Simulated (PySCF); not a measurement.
Polarisability and C₆ of Ru (ruthenium, neutral)

[Kr] 4d6 5s1 5p1, one real determinant (an excited configuration). All numbers are calculated (PySCF 2.14, scalar relativity by spin-free X2C-1e, in x2c-TZVPPall with one added diffuse shell each of s, p, d, f type (9s7p7d3f1g, 95 functions)). Coupled (time-dependent) response in atomic units; α is the mean over directions.

```json
{"method": "M06", "mean α (bohr³)": "114.4", "α xx, yy, zz": "90.74, 90.74, 161.7", "C₆ (like pair)": "1218", "S(−4)": "12600"}
{"method": "TPSS", "mean α (bohr³)": "106.4", "α xx, yy, zz": "82.57, 82.57, 154.0", "C₆ (like pair)": "1227", "S(−4)": "7794"}
```

S(−4) is the Cauchy moment in α(ω) = α(0) + S(−4) ω² + …

Spin-orbit coupling is absent.

α(iu) at M06:

| u (hartree) | α(iu) (bohr³) |
| --- | --- |
| 0 | 114.4 |
| 0.0500 | 92.04 |
| 0.100 | 63.75 |
| 0.200 | 34.61 |
| 0.300 | 22.26 |
| 0.500 | 12.31 |
| 0.750 | 7.645 |
| 1.00 | 5.428 |
| 1.50 | 3.280 |
| 2.00 | 2.230 |
| 3.00 | 1.223 |
| 5.00 | 0.5259 |

A single London oscillator, α(iu) = α/(1 + u²/ω²), gives C₆ = (3/4) ω α². Matching the computed C₆ needs ω = 4 × 1218 / (3 × 114.4²) = 0.124 hartree.

The components differ because the open shell of this determinant is not spherical; for a pure term their mean is the scalar polarisability.

⟨L²⟩ = 8.01 against 12 for a pure F term, so this real determinant mixes terms.
